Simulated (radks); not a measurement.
Isoelectronic series with 5 electrons, all held in the configuration [He] 2s2 2p1, which need not be the ground one along the series. All-electron calculation, scalar-relativistic Kohn-Sham, r2SCAN, spin-polarised, spherical densities, finite nucleus; open shells are filled with parallel spins first (spin-orbit coupling, left out, can overturn this in heavy ions); meta-GGA in the generalised Kohn-Sham scheme; Fermi nuclear charge, rms radius of each element as measured or else 0.836 A^(1/3) + 0.57 fm. Program: a radial shooting solver on a logarithmic mesh with Libxc functionals. Total energies (hartree) and orbital eigenvalues (hartree) (* marks an orbital that is empty in some or all of the ions):

| ion | E (hartree) | 2p down* | 2p up | 2s down | 2s up |
|---|---|---|---|---|---|
| B | -24.62923 | -0.09479 | -0.14806 | -0.32489 | -0.38650 |
| Ne5+ | -116.11653 | -5.02171 | -5.23552 | -5.85048 | -6.04271 |
| P10+ | -276.90881 | -16.25613 | -16.63259 | -17.70924 | -18.02457 |
| Ca15+ | -507.64849 | -33.78920 | -34.32883 | -35.93439 | -36.37312 |
| Mn20+ | -809.30598 | -57.65833 | -58.36149 | -60.62408 | -61.18745 |
| Zn25+ | -1183.17502 | -87.91877 | -88.78579 | -91.91519 | -92.60497 |
| Br30+ | -1630.89775 | -124.6412 | -125.6725 | -129.9846 | -130.8029 |
| Zr35+ | -2154.50276 | -167.9115 | -169.1074 | -175.0530 | -176.0027 |
| Rh40+ | -2756.44421 | -217.8308 | -219.1917 | -227.3905 | -228.4745 |
| Sn45+ | -3439.67473 | -274.5159 | -276.0423 | -287.3239 | -288.5459 |
| Cs50+ | -4207.7104 | -338.0997 | -339.7921 | -355.2459 | -356.6100 |
| Nd55+ | -5064.7426 | -408.7316 | -410.5905 | -431.6277 | -433.1385 |
| Tb60+ | -6015.7372 | -486.5785 | -488.6045 | -517.0328 | -518.6958 |
| Yb65+ | -7066.5782 | -571.8258 | -574.0193 | -612.1366 | -613.9577 |
| Re70+ | -8224.5164 | -664.6773 | -667.0389 | -717.7673 | -719.7536 |
